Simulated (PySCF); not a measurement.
# From computed data to an observable: entropy of an ideal gas

B(Br)2(NH2) (BBr2H2N), SMILES B(Br)(N)Br.

Geometry optimised at PBE-D3(BJ)/def2-SVP. Other conformers were not sampled.

PBE-D3(BJ)/def2-SVP (PySCF 2.14.0) gives the harmonic wavenumbers 162, 271, 416, 424, 510, 552, 684, 998, 1320, 1527, 3510, 3621 cm⁻¹ and the rotational temperatures 0.2632, 0.0538, 0.0447 K. The molar mass is 186.64 g/mol, the symmetry number 2, the spin multiplicity 1.

Q: Work out the entropy at 298.15 K and 1 atm in the rigid-rotor, harmonic-oscillator model.

A: 
Translation (Sackur–Tetrode at 1 atm): S = R[1.5 ln M + 2.5 ln T − 1.16487] = 174.0 J/(mol K).
Rotation: q = (√π/σ) T^1.5/√(θA θB θC) = 181000, S = R[ln q + 3/2] = 113.1 J/(mol K).
Vibration: with u = 1.4388 ν/T, each mode gives R[u/(e^u − 1) − ln(1 − e^−u)]:
| ν (cm⁻¹) | modes | u | S (J/(mol K)) |
|---|---|---|---|
| 162 | 1 | 0.78 | 10.57 |
| 271 | 1 | 1.31 | 6.65 |
| 416 | 1 | 2.01 | 3.79 |
| 424 | 1 | 2.05 | 3.68 |
| 510 | 1 | 2.46 | 2.65 |
| 552 | 1 | 2.66 | 2.26 |
| 684 | 1 | 3.30 | 1.36 |
| 998 | 1 | 4.82 | 0.39 |
| 1320 | 1 | 6.37 | 0.11 |
| 1527 | 1 | 7.37 | 0.04 |
The stiffer modes add less than 0.005 each. Sum 31.5 J/(mol K).
Spin: R ln 1 = 0.0 J/(mol K).
Total 318.6 J/(mol K); the program's own thermochemistry gives 318.6. Translation makes up 55 % and vibration 10 %. Anharmonicity, hindered rotation and orbital degeneracy are left out.
